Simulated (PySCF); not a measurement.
Telling isomers of C$_{6}$H$_{7}$F$_{3}$Si apart by NMR

Method: shielding tensors at PBE0/pcSseg-1 (GIAO), PBE0-D3(BJ)/def2-SVP geometry, in PySCF 2.14 (relativity neglected, fast rotation and ring inversion assumed for equivalent nuclei, single conformer, in vacuum).

δ = σ(ref) − σ, references computed at the same level: TMS for ¹H, ¹³C. Splittings of carbon signals by F and P are missing where no couplings were computed. Where no couplings were computed, multiplicities follow the n + 1 count of equivalent neighbours, and m marks all less simple cases (inequivalent or close neighbours, rings, F or P nearby). Shifts are as computed. Against solution values, carbons near 30 ppm lie about +2 ppm off and those near 130 ppm about +5 ppm. Of 1309 compounds with measured shifts, 239 miss one by over three times the rms of a fit or turn the order of signals round; such compounds aren't used in these exercises.

(1) Tabulate the signals of `FC(F)(F)CC1=C[SiH2]C=C1`, `C[Si@H]1C=CC(C(F)(F)F)=C1`, `CC1=C(C(F)(F)F)C=C[SiH2]1`, `CC1=C[SiH2]C(C(F)(F)F)=C1` and their relative energies.

(2) What is the quickest way to tell C[Si@H]1C=CC(C(F)(F)F)=C1 from CC1=C[SiH2]C(C(F)(F)F)=C1?

(3) What is the quickest way to tell CC1=C(C(F)(F)F)C=C[SiH2]1 from CC1=C[SiH2]C(C(F)(F)F)=C1?

(4) What is the quickest way to tell FC(F)(F)CC1=C[SiH2]C=C1 from CC1=C(C(F)(F)F)C=C[SiH2]1?

Answers

(1) 
```tsv
SMILES	carbon types	δC	δH	E rel. (kcal/mol)
FC(F)(F)CC1=C[SiH2]C=C1	2×C 3×CH 1×CH2	160.6, 160.4, 135.9, 135.7, 130.2, 43.5	7.26 (d, 1H), 6.46 (m, 1H), 6.23 (t, 1H), 4.70 (m, 2H), 2.84 (m, 2H)	6.5
C[Si@H]1C=CC(C(F)(F)F)=C1	2×C 3×CH 1×CH3	158.0, 153.4, 140.5, 138.1, 126.6, -7.0	7.23 (m, 1H), 6.78 (m, 1H), 6.52 (m, 1H), 4.83 (m, 1H), 0.41 (d, 3H)	0.0
CC1=C(C(F)(F)F)C=C[SiH2]1	3×C 2×CH 1×CH3	158.2, 152.6, 148.6, 129.3, 128.5, 15.8	7.24 (m, 1H), 6.19 (m, 1H), 4.68 (m, 2H), 2.29 (s, 3H)	9.5
CC1=C[SiH2]C(C(F)(F)F)=C1	3×C 2×CH 1×CH3	166.6, 159.1, 140.3, 131.0, 129.4, 24.8	7.19 (m, 1H), 6.12 (t, 1H), 4.79 (m, 2H), 2.18 (s, 3H)	4.3
```

Energies are electronic energies at PBE0/pcSseg-1 on these geometries, without zero-point or thermal terms, each for the one conformer computed, which needn't be the lowest.

(2) Both give the same number of carbon signals, but DEPT or the intensities differ. The first has a methyl carbon bonded to Si (CH3) at -7.0 ppm, the second an allylic methyl carbon (CH3) at 24.8 ppm. Their most deshielded carbons lie at 158.0 and 166.6 ppm.

(3) Both give the same number of carbon signals, with the same numbers of each carbon type, so the positions decide. The first has a fully substituted alkene carbon (C) at 152.6 ppm, the second a fully substituted alkene carbon (C) at 166.6 ppm. Their most deshielded carbons lie at 158.2 and 166.6 ppm.

(4) Both give the same number of carbon signals, but DEPT or the intensities differ. The first has an allylic sp3 CH2 at 43.5 ppm, the second an allylic methyl carbon (CH3) at 15.8 ppm. Their most deshielded carbons lie at 160.6 and 158.2 ppm.
